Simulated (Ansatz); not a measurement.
A nudged elastic band was laid between two geometries of FGeH3O3 + H2 (10 atoms, charge 0, multiplicity 1).

Computed with RKS B3LYP-D4/def2-SVP in Ansatz.

- movable images: 5
- climbing image: yes
- spring: 5.0 eV/Å²
- optimiser: quadratic models (default)
- start path: through a guess of the saddle point
- force threshold: 0.05 eV/Å
- iteration limit: 60
- end points: relaxed

Initial state:

```xyz
10
Properties=species:S:1:pos:R:3
Ge 0.302 -0.608 -0.130
F 0.807 1.008 -0.562
O 1.313 -1.171 1.183
O -1.378 -0.502 0.352
O 0.499 -1.662 -1.516
H -0.755 2.537 0.412
H -1.317 2.895 0.782
H 2.218 -1.368 0.905
H -1.579 0.327 0.811
H -0.111 -1.456 -2.237
```

Final state:

```xyz
10
Properties=species:S:1:pos:R:3
Ge -0.580 0.646 0.401
F 2.020 -0.987 -0.640
O 0.854 0.415 1.383
O -1.831 -0.578 0.677
O 0.028 0.403 -1.300
H 1.344 -0.486 -1.105
H -1.214 2.022 0.567
H 1.509 -0.130 0.898
H -1.476 -1.404 1.034
H -0.655 0.099 -1.915
```

(1) What changes between the two ends?

(2) Give the energies along the band, and the barrier.

(3) What is the geometry of the highest image?

## Answers

(1) Bonds broken: Ge1–F2, H6–H7. Bonds formed: Ge1–H7, F2–H6. FGeH3O3 + H2 becomes FH + GeH4O3.

(2) The forces met the threshold. The highest image is number 2 of 0 to 6, 1.82 eV above the first end and 1.85 eV above the last; the last end lies 0.04 eV below the first. Neighbouring images differ by up to 1.7 eV, so the band resolves the path poorly. A vibrational analysis at the climbing image gives one clearly imaginary mode, 1080i cm⁻¹: a first-order saddle point. The orbitals stay closed-shell, which can raise the energy where a bond breaks towards radicals; this wasn't checked here.

```
image  path coordinate (Å)  energy (eV)  Ge1–F2 (Å)  H6–H7 (Å)  Ge1–H7 (Å)
    0                 0.00         0.00        1.75       0.76        3.96
    1                 1.87         0.13        1.74       0.76        3.15
    2                 3.74         1.82        2.02       0.96        1.81
    3                 5.42         0.49        3.04       2.10        1.54
    4                 7.10         0.08        2.89       2.83        1.52
    5                 8.78        -0.01        3.21       3.47        1.53
    6                10.47        -0.04        3.24       3.95        1.52
```

(3) 
```xyz
10
Properties=species:S:1:pos:R:3:forces:R:3
Ge -0.033 -0.091 -0.067 0.00 -0.01 0.00
F 1.429 1.271 -0.346 0.00 0.00 0.00
O 0.937 -0.802 1.223 0.00 0.00 0.00
O -1.658 -0.671 0.368 0.01 0.00 0.00
O 0.094 -0.543 -1.759 0.00 0.00 0.01
H 0.321 1.770 -0.072 0.00 0.00 0.00
H -0.602 1.619 0.143 0.00 0.00 0.00
H 1.837 -0.445 1.199 0.00 0.00 -0.01
H -1.687 -0.969 1.288 0.00 0.00 0.00
H -0.638 -1.139 -1.977 0.00 0.00 0.00
```

Time of the run: 6.3 min on 2 threads of Arm Neoverse V1, with other jobs on the host, peak memory 0.28 GiB.
